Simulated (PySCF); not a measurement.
SMILES C(B(F)F)CCC (GFN2-xTB optimised geometry):

```
16

B      1.430    -1.455     0.000
F      0.905    -2.664    -0.006
F      2.750    -1.455     0.000
C      0.585    -0.125     0.000
C     -0.931    -0.327     0.117
C     -1.707     0.988     0.184
C     -1.658     1.782    -1.116
H      0.927     0.521     0.815
H      0.808     0.428    -0.917
H     -1.282    -0.912    -0.735
H     -1.139    -0.907     1.018
H     -2.750     0.761     0.417
H     -1.313     1.600     0.999
H     -2.012     1.175    -1.946
H     -0.646     2.113    -1.338
H     -2.291     2.664    -1.043
```

Computed with PySCF with CAM-B3LYP/def2-TZVP.

Q: What are the frontier orbital energies and the dipole moment?

A: HOMO-2 -10.91 eV, HOMO-1 -10.74 eV, HOMO -10.52 eV, LUMO 1.42 eV, LUMO+1 1.51 eV; dipole moment 1.89 D.

On the same geometry PBE/def2-TZVP (PySCF) gives HOMO-2 -8.02 eV, HOMO-1 -7.88 eV, HOMO -7.65 eV, LUMO -0.66 eV, LUMO+1 -0.01 eV; dipole moment 1.77 D.

Meta-Löwdin charges at CAM-B3LYP/def2-TZVP: B1 0.66, F2 -0.29, F3 -0.30, C4 -0.35, C5 -0.18, C6 -0.18, C7 -0.33, H8 0.13, H9 0.13, H10 0.10, H11 0.10, H12 0.10, H13 0.10, H14 0.11, H15 0.10, H16 0.11.
